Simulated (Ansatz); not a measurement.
Species: H2BSeO, charge 0, doublet. H2BSeO (SMILES OB[Se], doublet).
B3LYP-D3(BJ)/def2-TZVP minimum from Ansatz (a first-principles code):
```xyz
5

B     -0.6102     0.6216    -0.8500
H     -1.2832     0.1245    -1.7005
O     -0.5085     1.9702    -0.8149
H      0.0440     2.3312    -0.1132
Se     0.2458    -0.6272     0.3701
```
Charge 0, spin multiplicity 2.

Total energies in hartree (Ansatz). UHF or UKS for unpaired electrons; spin-orbit terms are left out. Correlated methods leave the cores frozen (noble-gas shells, and filled d and f shells in the p block). No relativity. Where a partner has so few electrons that a lower coupled-cluster level is exact, that level stands in.

```tsv
species	HF/cc-pVTZ	CCSD(T)/cc-pVTZ	HF/cc-pVQZ	CCSD(T)/cc-pVQZ	CCSD(T)/cc-pVDZ	CCSDT(Q)/cc-pVDZ
1: H2BSeO (SMILES OB[Se], doublet)	-2500.69997	-2501.20962	-2500.71076	-2501.25609	-2500.99115	-2500.99292
2: B (doublet)	-24.53207	-24.59810	-24.53297	-24.60084	-24.58941	-24.58977
3: H (doublet)	-0.49981	-0.49981	-0.49995	-0.49995	-0.49928	-0.49928
4: O (triplet)	-74.81176	-74.97396	-74.81729	-74.99357	-74.90995	-74.91013
5: Se (triplet)	-2399.87209	-2399.99441	-2399.87500	-2400.00700	-2399.88510	-2399.88538
```

Work out the atomisation energy (electronic, to ground-state atoms) in kcal/mol: take Hartree-Fock from cc-pVQZ, extrapolate the CCSD(T) correlation energy as X^-3 (X = 3, 4), and add CCSDT(Q) - CCSD(T) in cc-pVDZ. 1 hartree = 627.51 kcal/mol.


Species 1: correlation (64·(-0.54533) - 27·(-0.50965))/37 = -0.57137; step -0.00177; E1 = -2500.71076 + (-0.57137) + (-0.00177) = -2501.28390
Species 2: correlation (64·(-0.06787) - 27·(-0.06603))/37 = -0.06921; step -0.00036; E2 = -24.53297 + (-0.06921) + (-0.00036) = -24.60254
Species 3: correlation (64·(0.00000) - 27·(0.00000))/37 = 0.00000; step +0.00000; E3 = -0.49995 + (0.00000) + (+0.00000) = -0.49995
Species 4: correlation (64·(-0.17628) - 27·(-0.16220))/37 = -0.18655; step -0.00018; E4 = -74.81729 + (-0.18655) + (-0.00018) = -75.00402
Species 5: correlation (64·(-0.13200) - 27·(-0.12232))/37 = -0.13906; step -0.00028; E5 = -2399.87500 + (-0.13906) + (-0.00028) = -2400.01434
-1·E1 +1·E2 +2·E3 +1·E4 +1·E5 = 0.66310 hartree = 416.1 kcal/mol.
